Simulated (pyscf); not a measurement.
## H₂N–SiH₂–SiH(SiH₃)–SiH₃, singlet

Gas-phase minimum from PySCF at ωB97X-D3(BJ)/def2-SVP, one conformer. H₂N–SiH₂–SiH(SiH₃)–SiH₃ lies 9.4 kcal/mol over its isomer H₃Si–NH–SiH(SiH₃)–SiH₃ (electronic energy, ωB97M-D3(BJ)/def2-TZVP). 

```
Si
H 1 1.4961
Si 1 2.3298 2 110.65
H 3 1.4929 1 111.12 2 56.75
H 3 1.4933 4 108.76 1 122.70
H 3 1.4934 4 108.71 5 118.08
Si 1 2.3317 2 112.52 3 -123.33
N 7 1.7421 1 105.95 2 -89.25
H 8 1.0152 7 119.30 1 52.53
H 8 1.0155 9 110.47 7 -145.12
H 7 1.4939 8 107.31 9 169.02
H 7 1.5002 11 106.72 8 -125.14
Si 1 2.3317 2 110.83 3 121.26
H 13 1.4917 1 108.62 2 174.64
H 13 1.4926 14 109.28 1 120.97
H 13 1.4945 14 108.46 15 117.77
```

Properties at ωB97X-D3(BJ)/def2-SVP:

| Property | Value |
|---|---|
| Harmonic wavenumbers, unscaled | 37, 74, 87, 93, 107, 156, 182, 260, 375, 407, 434, 442, 467, 479, 534, 574, 584, 674, 706, 719, 796, 851, 885, 898, 935, 948, 954, 955, 963, 985, 1560, 2195, 2215, 2237, 2238, 2242, 2246, 2248, 2249, 2256, 3608, 3702 cm⁻¹ |
| Zero-point energy | 65.1 kcal/mol |
| Rotational symmetry number | 1 |
| Entropy of this conformer at 298 K and 1 atm, rigid rotor and harmonic oscillator, modes under 100 cm⁻¹ raised to 100 | 430.0 J/(mol K) |
| Dipole moment | 1.68 D |

Single-point totals, which compare only within one level:

```
level                   total energy (hartree)
----------------------  ----------------------
ωB97X-D3(BJ)/def2-TZVP             -1219.56444
PBE/def2-TZVP                      -1218.72665
r²SCAN/def2-TZVP                   -1219.27268
B3LYP-D3(BJ)/def2-TZVP             -1219.53819
PBE0-D3(BJ)/def2-TZVP              -1218.87143
M06-2X/def2-TZVP                   -1219.28501
ωB97M-D3(BJ)/def2-TZVP             -1219.59026
```

The lowest mode is so soft that the shape along it may change with the basis. Soft torsions are taken as harmonic, which can shift the entropy by several J/(mol K).
